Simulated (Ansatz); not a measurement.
Isolated molecules relaxed with PBE0-D4/def2-TZVP in Ansatz; ΔE leaves out vibrations. CCSD(T)/CBS is the MP2 limit (def2-TZVPP, def2-QZVPP) plus CCSD(T) − MP2 in def2-TZVPP, frozen cores. Functionals use def2-TZVPP. B3LYP here is the variant with VWN-RPA as its local correlation; programs differ in this. For Ga outer-core shells are correlated without core-valence functions, which leaves a few kJ/mol of doubt a bond. Scalar relativity is left out up to krypton. One conformer a species, not always the lowest.

`[SiH3][CH]1[CH2][GaH]1` + `CCSS` → `CCSS[SiH3]` + `[CH2]1[CH2][GaH]1`  (ligand exchange at the Si–C bond)

Q: Is it downhill or uphill in electronic energy at CCSD(T)/CBS, and by how much? (Best estimate.)

A: Computed: Nearly level: ΔE = +1.0 kJ/mol.

Q: What do these levels give: PBE-D4, r2SCAN-D4, PBE0-D4, B3LYP-D4, ωB97M-V, r2SCAN, PBE0, HF/def2-TZVPP, CCSD/def2-TZVPP, SCS-MP2/def2-QZVPP, MP2/CBS(def2), CCSD/CBS(def2)? (An estimate is asked.)

A: Computed: PBE-D4 16.1, r2SCAN-D4 2.5, PBE0-D4 0.0, B3LYP-D4 19.6, ωB97M-V 0.6, r2SCAN 2.4, PBE0 -1.5, HF/def2-TZVPP -14.6, CCSD/def2-TZVPP -10.8, SCS-MP2/def2-QZVPP -15.6, MP2/CBS(def2) -16.4, CCSD/CBS(def2) -4.6 kJ/mol.

Largest T1 diagnostic among the species: 0.017.

From PBE to PBE0 (25 % exact exchange), in def2-TZVPP and without D4, ΔE moves by −15.6 kJ/mol. The D4 term adds +3.5 kJ/mol with B3LYP and +1.5 kJ/mol with PBE0; it sums over pairs of atoms, weighted by their polarisabilities, and B3LYP, whose exchange is more repulsive, gets the larger term.
